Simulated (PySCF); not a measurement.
**Broadened absorption spectrum of C3H10N2Si**

C3H10N2Si.
SMILES: `C=N[SiH2]CNC`

The calculation used PySCF, TDDFT B3LYP/def2-SVPD, vertical, gas phase, core orbitals frozen in the response. One conformer (not necessarily the lowest) at the GFN2-xTB geometry, without solvent, vibrations or thermal averaging. Torsions of this conformer, `[CH2:1]=[N:2][SiH2:3][CH2:4][NH:5][CH3:6]`: C1–N2–Si3–C4 -118°, N2–Si3–C4–N5 67°, Si3–C4–N5–C6 178°.

Broadening: Gaussians 0.5 eV wide at half height, area fixed by f = 4.319×10⁻⁹ ∫ε dν̃. The cross-section is σ = 3.8235×10⁻²¹ ε cm², given in Mb (10⁻¹⁸ cm²). The width is an assumption, not a result. The curve ends short of the highest state used, and states not computed would add to its high-energy end.

E (eV), σ (Mb) and a bar:
```
     3.21       0.00 
     3.29       0.00 
     3.37       0.00 
     3.45       0.01 
     3.53       0.02 
     3.61       0.04 
     3.70       0.08 
     3.78       0.16 #
     3.86       0.28 #
     3.94       0.48 ##
     4.02       0.77 ###
     4.10       1.12 ####
     4.18       1.45 ######
     4.26       1.67 ######
     4.34       1.69 ######
     4.42       1.49 ######
     4.50       1.14 ####
     4.58       0.76 ###
     4.66       0.44 ##
     4.75       0.20 #
     4.83       0.09 
     4.91       0.03 
     4.99       0.01 
     5.07       0.01 
     5.15       0.01 
     5.23       0.04 
     5.31       0.11 
     5.39       0.28 #
     5.47       0.62 ##
     5.55       1.23 #####
     5.63       2.16 ########
     5.71       3.37 #############
     5.80       4.82 ##################
     5.88       5.94 #######################
     5.96       6.85 ##########################
     6.04       7.82 ##############################
```

Q: Locate the maxima and give the states behind the curve.

A: 288 nm (4.31 eV), ε about 450, made up of S2 (98%) (ε in L mol⁻¹ cm⁻¹; maxima over ε = 5, shares over 10%). At its high-energy end, 6.04 eV, the curve is still rising (ε about 2000, from S4, S5 and S6). The states used: S1 3.96 eV (f 0.0006); S2 4.31 eV (f 0.0081); S3 5.74 eV (f 0.0014); S4 5.92 eV (f 0.023); S5 6.15 eV (f 0.0082); S6 6.50 eV (f 0.060); S7 6.53 eV (f 0.047); S8 6.64 eV (f 0.053).

Q: What would ε be at 4.31 eV, the highest of these maxima, with half the width (0.25 eV)?

A: About 879 L mol⁻¹ cm⁻¹ against 448, a factor of about 1.96; a lone state at its own centre would give exactly 2.

Q: On this curve, what absorbance would a 10⁻⁴ mol/L sample give at 355 nm over a 1 cm path?

A: 355 nm is 3.493 eV, where ε is about 3.1 L mol⁻¹ cm⁻¹, so A = ε c l ≈ 0.00031 (Beer–Lambert, with the gas-phase spectrum and the assumed width).

Q: Coming from long wavelengths, where does ε first pass 100 L mol⁻¹ cm⁻¹?

A: At about 318 nm (3.90 eV), 0.06 eV below S1.
